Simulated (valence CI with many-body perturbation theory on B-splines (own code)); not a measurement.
# E1 line list for Sm LVI

Calculated by configuration interaction combined with many-body perturbation theory (CI+MBPT): five valence electrons over a frozen Dirac-Fock core [He], radial functions for each j: 9 s, 9 p, 8 d, 6 f, 3 g, 1 h, with the one-electron correlation potential Σ1 (screened to all orders), the two-electron term Σ2, the three-electron term Σ3, Breit, model QED; selected single and double excitations, second order for the rest (own B-spline code, finite nucleus).

No measured spectrum was set against this ion. As an estimate, large intervals hold to a few tenths of a per cent, small ones and those within an open d or f shell to about a per cent. Among the levels kept, up to 1200 cm⁻¹ of a level comes from second order outside the variational space, and about a tenth of that is noise between levels of different J, which matters for small intervals.

Lines 101 to 150 of 261 in falling wavelength, among levels below 7407.0 eV, chosen from the strongest by gf and those to the six lowest levels. Wavelengths and rates use the calculated energies. Electric multipoles are in the length gauge, E1 and E2 with the static RPA response of the core. Weak lines are less certain than strong ones. Lines between different terms over intervals too small for the method are left out, as are lines whose strength nearly cancels. The highest levels of a list are the least certain.

Levels are named by their leading jj configuration (3d3/2^4 stands for four electrons in 3d with j = 3/2), which in mixed levels can hold well under half, so a name can repeat and another be missing. Letters in brackets count levels of one name in rising energy.

```csv
λ vac (Å),Upper,Lower,A (s⁻¹),S (a.u.) with core polarisation,S without
13.46,(2s 2p1/2 2p3/2^3) J=1/2,(2s^2 2p1/2 2p3/2^2) J=1/2,1.37e+12,3.30e-03,3.31e-03
13.45,(2s 2p1/2^2 2p3/2 3p3/2) J=5/2 [b],(2s^2 2p1/2^2 3p3/2) J=3/2,2.37e+12,1.70e-02,1.71e-02
13.42,(2s 2p1/2^2 2p3/2 3s) J=1/2,(2s^2 2p1/2^2 3s) J=1/2,1.68e+12,4.01e-03,4.02e-03
13.36,(2p1/2 2p3/2^4) J=1/2,(2s 2p1/2 2p3/2^3) J=3/2 [b],5.45e+12,1.28e-02,1.29e-02
13.35,(2s 2p1/2^2 2p3/2 3d3/2) J=5/2 [b],(2s^2 2p1/2^2 3d3/2) J=3/2,2.13e+12,1.50e-02,1.50e-02
13.31,(2s 2p1/2 2p3/2^3) J=3/2 [b],(2s^2 2p1/2 2p3/2^2) J=1/2,1.17e+12,5.46e-03,5.47e-03
13.29,(2s 2p1/2^2 2p3/2 3d3/2) J=1/2 [b],(2s^2 2p1/2^2 3d3/2) J=3/2,2.04e+12,4.72e-03,4.73e-03
13.26,(2s 2p1/2 2p3/2^3) J=5/2,(2s^2 2p1/2 2p3/2^2) J=3/2,1.11e+11,7.69e-04,7.70e-04
13.26,(2p1/2^2 2p3/2^3) J=3/2,(2s 2p1/2^2 2p3/2^2) J=3/2,3.83e+12,1.76e-02,1.77e-02
13.26,(2s 2p1/2^2 2p3/2 3p3/2) J=3/2 [b],(2s^2 2p1/2^2 3p3/2) J=3/2,2.48e+12,1.14e-02,1.14e-02
13.24,(2s 2p1/2^2 2p3/2 3p1/2) J=3/2 [b],(2s^2 2p1/2^2 3p1/2) J=1/2,1.66e+12,7.63e-03,7.65e-03
13.24,(2s 2p3/2^4) J=1/2,(2s^2 2p3/2^3) J=3/2,4.43e+12,1.01e-02,1.02e-02
13.24,(2p1/2^2 2p3/2^3) J=3/2,(2s 2p1/2^2 2p3/2^2) J=1/2,8.51e+11,3.90e-03,3.90e-03
13.22,(2p1/2 2p3/2^4) J=1/2,(2s 2p1/2 2p3/2^3) J=1/2,2.44e+12,5.57e-03,5.58e-03
13.20,(2s 2p1/2^2 2p3/2 3p3/2) J=1/2 [b],(2s^2 2p1/2^2 3p3/2) J=3/2,2.47e+12,5.62e-03,5.62e-03
13.18,(2s^2 2p1/2 2p3/2 3d3/2) J=1/2 [b],(2s^2 2p1/2^2 3p1/2) J=1/2,1.06e+12,2.39e-03,2.39e-03
13.17,(2s 2p1/2^2 2p3/2 3s) J=3/2 [b],(2s^2 2p1/2^2 3s) J=1/2,2.01e+12,9.08e-03,9.09e-03
12.93,(2s 2p1/2^2 2p3/2^2) J=1/2,(2s^2 2p1/2^2 2p3/2) J=3/2,2.30e+12,4.91e-03,4.92e-03
12.91,(2s 2p1/2^2 2p3/2^2) J=3/2,(2s^2 2p1/2^2 2p3/2) J=3/2,4.11e+12,1.75e-02,1.75e-02
12.78,(2s 2p1/2 2p3/2^3) J=3/2 [b],(2s^2 2p1/2 2p3/2^2) J=5/2,3.88e+12,1.60e-02,1.60e-02
12.62,(2s 2p1/2 2p3/2^3) J=1/2,(2s^2 2p1/2 2p3/2^2) J=3/2,3.81e+12,7.56e-03,7.57e-03
12.50,(2s 2p1/2 2p3/2^3) J=3/2 [b],(2s^2 2p1/2 2p3/2^2) J=3/2,1.33e+11,5.13e-04,5.14e-04
12.16,(2p1/2^2 2p3/2^3) J=3/2,(2s 2p1/2^2 2p3/2^2) J=5/2,1.16e+12,4.12e-03,4.13e-03
8.217,(2s 2p1/2 2p3/2^3) J=3/2 [a],(2s^2 2p1/2^2 2p3/2) J=3/2,1.43e+10,1.56e-05,1.57e-05
8.022,(2s 2p1/2 2p3/2^3) J=5/2,(2s^2 2p1/2^2 2p3/2) J=3/2,8.91e+08,1.36e-06,1.36e-06
7.784,(2s 2p1/2 2p3/2^3) J=1/2,(2s^2 2p1/2^2 2p3/2) J=3/2,4.88e+10,2.27e-05,2.28e-05
7.735,(2s 2p1/2 2p3/2^3) J=3/2 [b],(2s^2 2p1/2^2 2p3/2) J=3/2,3.09e+10,2.82e-05,2.82e-05
7.702,(2s 2p3/2^4) J=1/2,(2s^2 2p1/2 2p3/2^2) J=3/2,6.87e+10,3.10e-05,3.10e-05
2.365,(2s^2 2p1/2^2 3p1/2) J=1/2,(2s 2p1/2^2 2p3/2^2) J=1/2,1.03e+11,1.34e-06,1.34e-06
2.280,(2s^2 2p1/2^2 3p3/2) J=3/2,(2s 2p1/2^2 2p3/2^2) J=1/2,2.76e+10,6.47e-07,6.47e-07
2.275,(2s^2 2p1/2^2 3s) J=1/2,(2s^2 2p1/2 2p3/2^2) J=1/2,3.18e+10,3.69e-07,3.69e-07
2.246,(2s^2 2p1/2^2 3p3/2) J=3/2,(2s 2p1/2^2 2p3/2^2) J=5/2,1.28e+11,2.85e-06,2.85e-06
2.138,(2s^2 2p1/2^2 3d3/2) J=3/2,(2s^2 2p1/2 2p3/2^2) J=1/2,6.86e+10,1.32e-06,1.32e-06
2.116,(2s^2 2p1/2^2 3d3/2) J=3/2,(2s^2 2p1/2 2p3/2^2) J=3/2,1.69e+11,3.17e-06,3.17e-06
2.113,(2s^2 2p1/2 2p3/2 3p1/2) J=3/2 [a],(2s 2p1/2^2 2p3/2^2) J=1/2,2.50e+10,4.66e-07,4.65e-07
2.097,(2s^2 2p1/2 2p3/2 3p1/2) J=3/2 [b],(2s 2p1/2^2 2p3/2^2) J=1/2,3.51e+11,6.39e-06,6.38e-06
2.094,(2s^2 2p1/2^2 3d5/2) J=5/2,(2s^2 2p1/2 2p3/2^2) J=3/2,1.97e+10,5.35e-07,5.35e-07
2.079,(2s^2 2p1/2 2p3/2 3p1/2) J=5/2,(2s 2p1/2^2 2p3/2^2) J=5/2,1.20e+11,3.18e-06,3.17e-06
2.068,(2s^2 2p1/2 2p3/2 3p1/2) J=3/2 [b],(2s 2p1/2^2 2p3/2^2) J=5/2,4.29e+11,7.50e-06,7.49e-06
2.055,(2s 2p1/2^2 2p3/2 3s) J=3/2 [a],(2s 2p1/2^2 2p3/2^2) J=1/2,2.86e+13,4.89e-04,4.88e-04
2.049,(2s^2 2p1/2 2p3/2 3p3/2) J=1/2 [a],(2s 2p1/2^2 2p3/2^2) J=1/2,1.85e+12,1.57e-05,1.57e-05
2.046,(2s^2 2p1/2 2p3/2 3p3/2) J=3/2 [a],(2s 2p1/2^2 2p3/2^2) J=1/2,5.53e+10,9.36e-07,9.36e-07
2.042,(2s^2 2p1/2 2p3/2 3s) J=3/2 [a],(2s^2 2p1/2 2p3/2^2) J=1/2,3.76e+11,6.32e-06,6.31e-06
2.040,(2s^2 2p1/2 2p3/2 3p3/2) J=3/2 [b],(2s 2p1/2^2 2p3/2^2) J=1/2,2.03e+12,3.39e-05,3.39e-05
2.040,(2s^2 2p1/2 2p3/2 3s) J=1/2,(2s^2 2p1/2 2p3/2^2) J=1/2,3.38e+13,2.83e-04,2.82e-04
2.037,(2s 2p1/2^2 2p3/2 3s) J=1/2,(2s 2p1/2^2 2p3/2^2) J=3/2,4.87e+13,4.07e-04,4.06e-04
2.037,(2s 2p1/2^2 2p3/2 3s) J=1/2,(2s 2p1/2^2 2p3/2^2) J=1/2,2.76e+13,2.30e-04,2.30e-04
2.035,(2s 2p1/2^2 2p3/2 3s) J=5/2,(2s 2p1/2^2 2p3/2^2) J=5/2,3.84e+13,9.58e-04,9.56e-04
2.034,(2s^2 2p1/2 2p3/2 3s) J=3/2 [b],(2s^2 2p1/2 2p3/2^2) J=1/2,3.35e+13,5.56e-04,5.55e-04
2.032,(2s 2p1/2^2 2p3/2 3s) J=3/2 [b],(2s 2p1/2^2 2p3/2^2) J=3/2,2.90e+13,4.80e-04,4.79e-04
```
